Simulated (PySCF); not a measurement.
Isomers of C6H9FO2. Level of theory: TDDFT wB97X-D/def2-SVPD, vertical, gas phase, core orbitals frozen in the response (PySCF). Geometries: PBE0-D3(BJ)/def2-SVP; one conformer of each isolated species. Triplets are in the Tamm–Dancoff approximation.

A. `CO[C@H]1C[C@H](C(=O)F)C1`
B. `CCOC1=C(F)COC1`
C. `CO[C@@]1(F)C=COCC1`

Lowest singlet levels (six at most, fewer where fewer were computed) with oscillator strengths:

1. 5.96 eV (f 0.007); 6.65 eV (f 0.004); 6.97 eV (f 0.333); 7.34 eV (f 0.003); 7.47 eV (f 0.024); 7.69 eV (f 0.002); T1 4.54 eV
2. 6.66 eV (f 0.233); 6.95 eV (f 0.022); 7.81 eV (f 0.008); 7.84 eV (f 0.007); 8.04 eV (f 0.002); 8.24 eV (f 0.003); T1 4.31 eV
3. 6.03 eV (f 0.002); 7.11 eV (f 0.008); 7.57 eV (f 0.016); 7.92 eV (f 0.000); 8.07 eV (f 0.011); 8.38 eV (f 0.033); T1 5.48 eV

**Question.** Which spectrum belongs to which structure?

**Answer.** 1 = B, 2 = C, 3 = A.
- A: S1 at 6.03 eV, HOMO-1→LUMO (78%), HOMO-2→LUMO (14%); Löwdin shares by element: HOMO oxygen 52% or more, carbon 29% or more (atoms not listed hold the other 19%); LUMO carbon 44% or more, oxygen 30% or more, fluorine 9% (atoms not listed hold the other 17%); HOMO -9.58 and LUMO 1.26 eV.
- B: S1 at 5.96 eV, HOMO→LUMO (66%), HOMO→LUMO+2 (18%), HOMO→LUMO+4 (9%); Löwdin shares by element: HOMO carbon 46% or more, oxygen 16% or more, fluorine 9% (atoms not listed hold the other 29%); LUMO carbon 49% or more (atoms not listed hold the other 51%); HOMO -8.19 and LUMO 2.20 eV.
- C: S1 at 6.66 eV, HOMO→LUMO (94%); Löwdin shares by element: HOMO carbon 55% or more, oxygen 25% or more (atoms not listed hold the other 19%); LUMO carbon 62% or more, oxygen 12% or more (atoms not listed hold the other 26%); HOMO -8.75 and LUMO 2.09 eV.
A and B have S1 within 0.07 eV of each other; their strongest listed levels stand at 8.38 eV (f 0.033) and 6.97 eV (f 0.333).
